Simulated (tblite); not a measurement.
Species: C4H12O2Si3.
Numbering: `[O:1]=[C:2]([OH:3])[C@@H:4]([SiH3:5])[Si@@H:6]1[CH2:7][C@H:8]1[SiH3:9]` (hydrogens: H10 on O3; H11 on C4; H12, H13, H14 on Si5; H15 on Si6; H16, H17 on C7; H18 on C8; H19, H20, H21 on Si9)

Cartesian coordinates in Å at the GFN2-xTB level; atoms count from 1:
```xyz
21
C4H12O2Si3 angstrom
O     -2.6709    1.6008   -1.8696
C     -2.3220    0.7361   -1.1060
O     -2.6951   -0.5518   -1.2800
C     -1.4465    0.8899    0.0663
Si    -1.9866   -0.3272    1.4303
Si     0.3140    0.6397   -0.6232
C      1.0625   -1.0778   -0.7165
C      1.5809   -0.2328    0.4718
Si     3.4121    0.1863    0.5082
H     -3.2471   -0.6371   -2.0723
H     -1.5059    1.9249    0.4043
H     -3.4343   -0.2061    1.6112
H     -1.3001    0.0838    2.6588
H     -1.6401   -1.7025    1.0872
H      0.7110    1.6414   -1.6017
H      0.4952   -1.9621   -0.4590
H      1.7938   -1.2920   -1.4832
H      1.2037   -0.5787    1.4293
H      3.7748    0.8780   -0.7314
H      3.6822    1.0446    1.6631
H      4.2096   -1.0405    0.6119
```

Method: GFN2-xTB as coded in tblite; computed harmonic values from a numerical Hessian at the method's own geometry, unscaled. Against measured fundamentals such values can be off by several per cent, at times by over 20. Modes of hydrogen on silicon can be 10 to 20 % off. One conformer, not necessarily the lowest.

Harmonic wavenumbers (cm⁻¹): 27.4, 38.5, 62.5, 84.7, 104.0, 115.7, 151.1, 159.9, 178.5, 225.4, 265.4, 406.6, 469.1, 495.0, 505.5, 536.9, 542.3, 567.5, 589.5, 605.7, 643.2, 656.4, 713.1, 726.1, 754.8, 774.8, 779.6, 784.9, 790.0, 799.1, 802.7, 803.9, 869.9, 916.6, 936.9, 1009.6, 1041.5, 1069.6, 1109.4, 1112.8, 1204.9, 1218.4, 1227.7, 1443.1, 1768.9, 2228.2, 2244.1, 2246.6, 2254.8, 2264.2, 2303.2, 2331.0, 2967.8, 2998.6, 3051.2, 3063.7, 3454.3.

A = 1785, B = 517.7, C = 460.0 MHz; mass 176.015 u (most abundant isotopes); point group C1, symmetry number 1.

Problem. Zero-point energy?

Solution. Half the sum of the wavenumbers: 30748 cm⁻¹ = 367.83 kJ/mol.

Problem. Give the ideal-gas entropy at 298.15 K and 1 bar in the rigid-rotor, harmonic-oscillator model (classical rotation).

Solution. Translation 173.34, rotation 129.72, vibration 195.21: S = 498.3 J/(mol K).

Problem. And Cp and H(298.15 K) − H(0)?

Solution. Cp = 218.78 J/(mol K), of which vibrations give 185.52 (their classical limit is 57 R = 473.9); H(298.15 K) − H(0) = 38.76 kJ/mol without the zero-point energy, 28.85 from vibrations.

Problem. How do the functions run with temperature in this model?

Solution. 
```json
{"T (K)": "150", "S (J/(mol K))": "381.9", "Cp (J/(mol K))": "129.8", "H − H(0) (kJ/mol)": "12.92", "G − H(0) (kJ/mol)": "-44.37", "ln q(vib)": "5.88"}
{"T (K)": "250", "S (J/(mol K))": "462.2", "Cp (J/(mol K))": "190.6", "H − H(0) (kJ/mol)": "28.90", "G − H(0) (kJ/mol)": "-86.66", "ln q(vib)": "9.95"}
{"T (K)": "400", "S (J/(mol K))": "569.9", "Cp (J/(mol K))": "268.7", "H − H(0) (kJ/mol)": "63.70", "G − H(0) (kJ/mol)": "-164.24", "ln q(vib)": "15.76"}
{"T (K)": "600", "S (J/(mol K))": "692.5", "Cp (J/(mol K))": "335.1", "H − H(0) (kJ/mol)": "124.62", "G − H(0) (kJ/mol)": "-290.85", "ln q(vib)": "23.06"}
{"T (K)": "900", "S (J/(mol K))": "840.6", "Cp (J/(mol K))": "394.2", "H − H(0) (kJ/mol)": "234.84", "G − H(0) (kJ/mol)": "-521.72", "ln q(vib)": "32.85"}
```

q(vib) and H(0) count from the zero-point level.

Problem. What must be added to the electronic energy to get the Gibbs energy at 298.15 K and 1 bar?

Solution. ZPE + [H(298.15 K) − H(0)] − T·S = 367.83 + 38.76 − 148.56 = 258.03 kJ/mol.

Problem. Blend soft modes into free rotors: weight 1/[1 + (100 cm⁻¹/ν̃)⁴] for the oscillator and the rest for a rotor with moment μB/(μ + B), μ = h/(8π²ν), B = 10⁻⁴⁴ kg m². What vibrational entropy results?

Solution. 173.29 J/(mol K) in place of 195.21, which changes −T·S at 298.15 K by +6.54 kJ/mol.

Hindered rotation and anharmonicity are outside this model. Other conformers, if any are populated, would add a mixing term that is left out. The structure is chiral; the term R ln 2 for an equal mix with its mirror image is left out.
